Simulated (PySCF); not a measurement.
H4P2. Atoms are numbered in the order given.

```xyz
6

P     -1.1175    -0.1312     0.0000
P      1.1175     0.1312     0.0000
H     -1.3225     0.8312     1.0246
H     -1.3225     0.8312    -1.0246
H      1.3225    -0.8312     1.0246
H      1.3225    -0.8312    -1.0246
```
Charge 0, spin multiplicity 1.

Geometry optimised at B3LYP-D3(BJ)/def2-TZVP.

The numbers are results of ωB97X/def2-TZVPD (PySCF), not measurements.

Gas-phase values at a fixed geometry.

### Question
Estimate the frontier levels, gap, dipole moment and polarisability. (The exact figures need the calculation; the answer reports its results.)

### Answer

```
Quantity                                                                                                       Result
---------------------------------------------------------------------------------------------  ----------------------
highest occupied level                                                                                       -9.14 eV
lowest empty level                                                                                            1.48 eV
orbital gap                                                                                                  10.61 eV
dipole moment                                                                                                  0.00 D
quadrupole, principal values (traceless, Buckingham form, about the centre of nuclear charge)   -6.24, 3.07, 3.17 D·Å
mean static polarisability                                                                       58.5 bohr³ (8.67 Å³)
polarisability, principal values                                                               50.0, 50.8, 74.7 bohr³
```
